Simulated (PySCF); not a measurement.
Vertical excitations of a molecule C3H8BNO from PySCF with TDDFT-B3LYP/def2-SVPD, as energy in eV (oscillator strength): 5.79 (0.008), 5.95 (0.020), 6.53 (0.004), 6.67 (0.001), 6.75 (0.003), 6.77 (0.000), 6.93 (0.015), 7.07 (0.004), 7.09 (0.006), 7.31 (0.008). Lowest triplet (TDA): 5.58 eV. Coordinates come from a PBE0-D3(BJ)/def2-SVP optimisation. Other conformers were not sampled.

Task: Identify the compound among the candidates.
A) C=CB(N)OC
B) CNB1CCO1
C) C[C@H]1COB1N
D) CNB1COC1

Result: D, CNB1COC1
